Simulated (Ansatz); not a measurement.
Coupled-cluster diagnostics for Zn4O4H14, Ansatz.

Geometry of the singlet (r2SCAN-D4/def2-SVP):

```csv
atom,x (Å),y (Å),z (Å)
Zn1,-0.440,-0.019,-2.220
O2,-1.271,-1.502,0.865
Zn3,1.760,-1.342,-1.375
O4,1.508,0.617,-1.589
O5,0.524,0.709,1.313
Zn6,-0.990,-0.037,2.307
Zn7,0.363,1.781,-0.338
O8,-2.391,1.086,1.208
H9,0.071,-1.519,-1.277
H10,-0.815,-0.188,-3.711
H11,-0.695,-1.486,0.058
H12,-1.426,-2.431,1.076
H13,2.214,-1.570,0.742
H14,2.970,-2.233,-1.713
H15,2.083,1.095,-2.203
H16,1.737,-0.979,0.893
H17,1.203,1.073,1.897
H18,-1.218,-0.346,3.801
H19,-1.102,0.908,-0.976
H20,0.445,3.333,-0.401
H21,-2.101,1.010,0.266
H22,-2.430,2.040,1.374
```

Correlated methods freeze 40 core orbitals. In the singlet geometry the species has come apart into loosely held pieces. In the singlet, H13 and H16 lie 0.77 Å apart (atoms count from 1), so H2 has formed as a molecule.

(1) Estimate the CCSD(T) correlation energy, the shares of MP2 and (T), T1 and the reference's ⟨S²⟩ for: charge 0, singlet, own geometry in def2-SVP; and the rough time on 2 threads of AMD EPYC 7R13 on a shared host and a share (18 GiB) of an NVIDIA H100 80GB HBM3.

Answers

(1) 
```tsv
state	basis	correlation (eV)	MP2 share (%)	(T) share (%)	T1	⟨S²⟩ (pure)	wall time
charge 0, singlet, own geometry	def2-SVP	-58.439	98.6	2.4	0.012	0.00 (0.00)	14 s
```
Customary marks for T1 are 0.02 (closed shells), 0.045 (open shells) and about 0.05 (3d metals). T1 stays under 0.02 throughout.
